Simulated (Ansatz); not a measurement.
C$_{2}$H$_{7}$FOSi (`CC[SiH](O)F`), 12 atoms. The species carries charge 0 and has multiplicity 1. All runs use 4 threads of an Arm Neoverse V1 on a shared host. Correlated methods freeze the cores.

Problem. How many basis functions does each run have, and how long does it take in Ansatz? RKS ωB97M-V/def2-SVP energy; direct RPA on PBE orbitals/def2-TZVPP energy; RKS PBE0-D4/def2-TZVP frequencies; RKS ωB97M-V/def2-TZVPP energy and forces; RKS BHLYP-D4/def2-TZVPP energy; RHF-MP2/def2-QZVPP energy; RKS PBE0-D4/def2-TZVP relaxation (8 steps); RKS PBE0-D4/def2-QZVPP energy; RHF-CCSD(T)/def2-SVP energy; RKS ωB97X-V/def2-TZVPP energy; RKS ωB97M-V/def2-QZVPP energy; RKS PBE0-D4/def2-SVP energy. (Best estimate.)

Solution. Ansatz gave: Other jobs shared the machine, so times are rough.

| level | job | functions | wall time | peak host memory (GiB) |
| --- | --- | --- | --- | --- |
| RKS PBE0-D4/def2-SVP | energy | 109 | 1.1 s | 0.49 |
| RKS BHLYP-D4/def2-TZVPP | energy | 264 | 3.2 s | 0.66 |
| RKS ωB97M-V/def2-SVP | energy | 109 | 4.3 s | 0.49 |
| direct RPA on PBE orbitals/def2-TZVPP | energy | 264 | 6 s | 0.65 |
| RHF-CCSD(T)/def2-SVP | energy | 109 | 6 s | 0.54 |
| RKS ωB97X-V/def2-TZVPP | energy | 264 | 8 s | 0.79 |
| RKS PBE0-D4/def2-QZVPP | energy | 508 | 9 s | 1.8 |
| RKS ωB97M-V/def2-TZVPP | energy and forces | 264 | 12 s | 0.95 |
| RKS ωB97M-V/def2-QZVPP | energy | 508 | 22 s | 2.2 |
| RHF-MP2/def2-QZVPP | energy | 508 | 27 s | 3.4 |
| RKS PBE0-D4/def2-TZVP | relaxation (8 steps) | 203 | 27 s | 0.49 |
| RKS PBE0-D4/def2-TZVP | frequencies | 203 | 2.9 min | 0.51 |
